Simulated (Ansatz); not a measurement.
CH6AlNOSi can be A, `N[Si]1([AlH2])CO1`, or B, `C=[N][Al]([OH])[SiH3]`.

Calculated with Ansatz (gas phase, PBE0-D4/def2-TZVP geometries, no zero-point term in ΔE). CCSD(T)/CBS is the MP2 limit (def2-TZVPP, def2-QZVPP) plus CCSD(T) − MP2 in def2-TZVPP, frozen cores. DFT in def2-TZVPP. B3LYP here is the variant with VWN-RPA as its local correlation; programs differ in this. Each species was taken in one conformer, which may not be the lowest.

Question: Which isomer does CCSD(T)/CBS put lower? Give the gap. (Estimate.)

Answer: The calculation gave: B, by 139.3 kJ/mol.

Question: Give E(B) − E(A) in kJ/mol with CCSD/def2-TZVPP, B3LYP, PBE-D4, ωB97M-V, CCSD(T)/def2-TZVPP, B2PLYP, PBE0-D4. (An estimate is asked.)

Answer: Computed: CCSD/def2-TZVPP -147.8, B3LYP -151.9, PBE-D4 -124.8, ωB97M-V -132.4, CCSD(T)/def2-TZVPP -145.2, B2PLYP -148.6, PBE0-D4 -124.7. None reverses the order clearly.

Largest T1 diagnostic: 0.014.

The D4 term adds +4.3 kJ/mol with B3LYP and +2.0 kJ/mol with PBE0; it sums over pairs of atoms, weighted by their polarisabilities, and B3LYP, whose exchange is more repulsive, gets the larger term. In def2-TZVPP, CCSD(T) changes the Hartree–Fock value by +24.3 kJ/mol (the triples alone add +2.6 kJ/mol) and MP2 by +31.1 kJ/mol.
